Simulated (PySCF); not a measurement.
**Excitation energy of Br by level of theory**

Br [Ar] 3d10 4s2 4p5 (2P) → Br [Ar] 3d10 4s1 4p6 (2S), as a difference of total energies. Calculation: PySCF 2.14, in aug-cc-pwCVTZ-PP with ECP10MDF (8s7p6d4f1g, 96 functions); scalar relativity through the core potential. Correlated levels: valence: 3s2 3p6 3d10 frozen. The calculations carry no spin-orbit coupling.

```json
{"method": "UHF", "excitation energy (cm⁻¹)": "122020"}
{"method": "MP2 (valence)", "excitation energy (cm⁻¹)": "105460"}
{"method": "SCS-MP2 (valence)", "excitation energy (cm⁻¹)": "103670"}
{"method": "CCSD (valence)", "excitation energy (cm⁻¹)": "92940"}
{"method": "CCSD(T) (valence)", "excitation energy (cm⁻¹)": "82926"}
```

The upper state lies above the first ionisation limit, where it may autoionise and the basis confines it.

The coupled-cluster amplitudes are large for the upper state (T1 above 0.03 or a double amplitude above 0.15), so a single reference is strained.
